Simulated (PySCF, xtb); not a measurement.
BeH₆OSi₂, SMILES [SiH3][Be][O][SiH3]. Other conformers were not sampled.

Harmonic wavenumbers (cm⁻¹) from GFN2-xTB run with xtb at its own minimum, in rising order: 10, 78, 78, 221, 221, 300, 372, 372, 616, 616, 778, 778, 803, 831, 858, 881, 881, 1314, 2156, 2157, 2181, 2248, 2248, 2263.

What does ωB97X-D3(BJ)/def2-SVP (PySCF 2.14.0) give at its own minimum? (The exact figures need the calculation; the answer reports its results.)

9, 55, 55, 237, 237, 320, 519, 519, 747, 747, 845, 896, 958, 958, 973, 973, 1008, 1424, 2226, 2226, 2227, 2262, 2262, 2270. Paired by order, the mean absolute difference is 74 cm⁻¹ and the zero-point energies are 33.3 and 35.7 kcal/mol.
